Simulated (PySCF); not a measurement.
# Peak assignment

Numbering as in the mapped SMILES `[O:1]=[C:2]1[O:3][CH2:4][CH2:5][SiH2:6][C:7]1([SiH3:8])[SiH3:9]` (H(Xn): hydrogen on atom n).

Calculated, not measured (PySCF 2.14.0 with density-fitted response routines): shieldings: GIAO PBE0/pcSseg-1, structure optimised with GFN2-xTB. Relativity neglected, a single conformation, gas phase, averaged over atoms made equivalent by symmetry, fast rotation or ring inversion.

Chemical shifts δ = σref − σ; TMS for 13C and 1H, all at this level.

(1) Assign these signals to the numbered atoms. 13C{1H} NMR (computed): δ 185.9 (C), 67.0 (CH2), 10.8 (CH2), 7.6 (C).

(2) Assign these signals to the numbered atoms. 1H NMR (600 MHz, computed): δ 4.61 (m, 2H), 4.41 (m, 2H), 4.25 (s, 6H), 1.14 (m, 2H).

## Answers

(1) 
185.9 → C2, ester carbonyl carbon: lone-pair donation from the attached heteroatom keeps it upfield of a ketone carbonyl
67.0 → C4, sp3 CH2 bonded to O: the inductive effect lowers its shielding
10.8 → C5, sp3 CH2 bonded to Si: an electropositive neighbour leaves it electron-rich and shielded
7.6 → C7, fully substituted sp3 carbon bonded to 3 Si, α to a carbonyl: an electropositive neighbour leaves it electron-rich and shielded

(2) 
4.61 → H(C4), hydrogen on an sp3 CH2 bonded to O: its carbon carries O, which withdraws density
4.41 → H(Si6), hydrogen on a silicon bonded to 2 C, in a 6-membered ring
4.25 → H(Si8)/H(Si9), hydrogen on a silicon bonded to C
1.14 → H(C5), hydrogen on an sp3 CH2 bonded to Si

Shifts are as computed. Against solution values, carbons near 30 ppm lie about +3 ppm off and those near 130 ppm about +5 ppm. Of 1309 compounds with measured shifts, 239 miss one by over three times the rms of a fit or turn the order of signals round; such compounds aren't used in these exercises. No couplings were computed; multiplicities are counted from neighbouring protons, with m where these are inequivalent, close in shift, in a saturated or five-membered ring or joined by F or P, and br s for small geminal =CH2 splittings.
